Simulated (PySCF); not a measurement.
# C4H6B2: core ionisation energies

C₄H₆B₂.
Geometry (PBE0-D3(BJ)/def2-SVP, Å), atoms numbered from 1 in this order:
```
atom  x, y, z in Å
B1     0.0313   -1.4480    0.0445
C2     1.3711   -0.6491   -0.1007
C3     1.3410    0.7030   -0.0377
B4    -0.0331    1.4474    0.0972
C5    -1.3687    0.6438   -0.0780
C6    -1.3373   -0.7083   -0.1400
H7     0.0521   -2.6139    0.3746
H8     2.3355   -1.1706   -0.1622
H9     2.2831    1.2673   -0.0484
H10   -0.0628    2.6329    0.3449
H11   -2.3340    1.1660   -0.1171
H12   -2.2757   -1.2718   -0.2291
```

Method used: PySCF 2.14.0, delta-SCF UKS SCAN, pcX-2 on the ionised atom, pcseg-1 elsewhere, spin-free X2C. Each binding energy is the total energy of the core-ionised species, with the hole localised on one atom, minus that of the ground state; both are solved self-consistently, so orbital relaxation is included.

Give the core binding energies atom by atom.

```csv
atom(s),bonded to,level,binding energy (eV),count
C2/C3/C5/C6,"C (double bond), H and B",C 1s,290.18,4
B1/B4,2 C and H,B 1s,195.64,2
```

Give the binding energy of B 1s of B1/B4 in hartree and in kJ/mol.

195.64 eV = 7.1896 Eh = 18876 kJ/mol.

Atoms equivalent by their bonding share one computed value, that of the first of them. Spin contamination (⟨S²⟩ against 0.75 for a pure doublet) is marked for B 1s of B1/B4 (0.85), which makes this value less certain. One conformer (not necessarily the lowest) at the PBE0-D3(BJ)/def2-SVP geometry, without solvent, vibrations or thermal averaging.
